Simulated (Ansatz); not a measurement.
Reaction (β-hydride elimination): `CC[SiH2]C=S` → `[SiH3]C=S` + `C=C`

Gas-phase electronic energies from Ansatz, PBE0-D4/def2-TZVP geometries. CBS: MP2 limit from def2 TZ/QZ plus the TZ coupled-cluster correction, frozen cores. This one scheme is used for every species. DFT in def2-TZVPP. HSE06 is defined as in plane-wave codes. Each species was taken in one conformer, which may not be the lowest.

`CC[SiH2]C=S`:

Cartesian coordinates in Å:
```
C 1.096 0.988 0.910
C -0.227 0.238 1.035
Si -1.062 -0.103 -0.599
C -0.136 -1.394 -1.617
S 1.075 -2.296 -1.050
H 1.534 1.184 1.892
H 0.965 1.951 0.410
H 1.824 0.411 0.336
H -0.076 -0.723 1.538
H -0.934 0.802 1.653
H -1.158 1.128 -1.435
H -2.444 -0.637 -0.420
H -0.456 -1.550 -2.652
```

`[SiH3]C=S`:

Cartesian coordinates in Å:
```
Si 0.183 0.564 -0.539
C -0.265 -0.821 0.652
S -0.240 -0.670 2.255
H 0.549 1.776 0.226
H -0.985 0.826 -1.424
H 1.316 0.111 -1.391
H -0.558 -1.785 0.222
```

`C=C`:

Z-matrix (Å, degrees):
```
C
C 1 1.323
H 1 1.085 2 121.7
H 1 1.085 2 121.7 3 -180.0
H 2 1.085 1 121.7 3 -0.0
H 2 1.085 1 121.7 3 -180.0
```

| level | ΔE (kJ/mol) | difference from CCSD(T)/CBS |
| --- | --- | --- |
| r2SCANh-D4 | 157.8 | 14.0 |
| r2SCAN0-D4 | 162.3 | 18.5 |
| HSE06-D4 | 163.1 | 19.3 |
| CAM-B3LYP-D4 | 145.7 | 1.9 |
| ωB97X-V | 155.3 | 11.5 |
| revPBE | 122.1 | -21.7 |
| r2SCAN | 151.3 | 7.5 |
| r2SCAN0 | 158.2 | 14.4 |
| CAM-B3LYP | 134.7 | -9.1 |
| LC-ωPBE | 161.2 | 17.4 |
| MP2/def2-SVP | 154.8 | 11.0 |
| MP2/def2-TZVPP | 155.0 | 11.2 |
| MP2/def2-QZVPP | 156.0 | 12.2 |
| SCS-MP2/def2-QZVPP | 141.1 | -2.7 |
| HF/CBS(def2) | 108.2 | -35.6 |
| MP2/CBS(def2) | 157.3 | 13.5 |
| CCSD(T)/CBS | 143.8 | 0 |

Largest T1 diagnostic among the species: 0.015.

The D4 term adds +18.8 kJ/mol with B3LYP and +10.6 kJ/mol with PBE0; it sums over pairs of atoms, weighted by their polarisabilities, and B3LYP, whose exchange is more repulsive, gets the larger term. Leaving LDA and LC-ωPBE aside and taking each functional with its dispersion term where it has one, the values, not all of them listed here, spread over 35.5 kJ/mol, from BLYP-D4 to PBE0-D4. LDA lies +44.6 kJ/mol from PBE without D4. In def2-TZVPP, CCSD(T) changes the Hartree–Fock value by +32.4 kJ/mol (the triples alone add +2.1 kJ/mol) and MP2 by +45.9 kJ/mol.

CCSD(T)/CBS has its own doubt, a few kJ/mol and more with outer-core shells, so smaller differences from it don't rank the levels.

B3LYP here is the variant with VWN-RPA as its local correlation; programs differ in this.
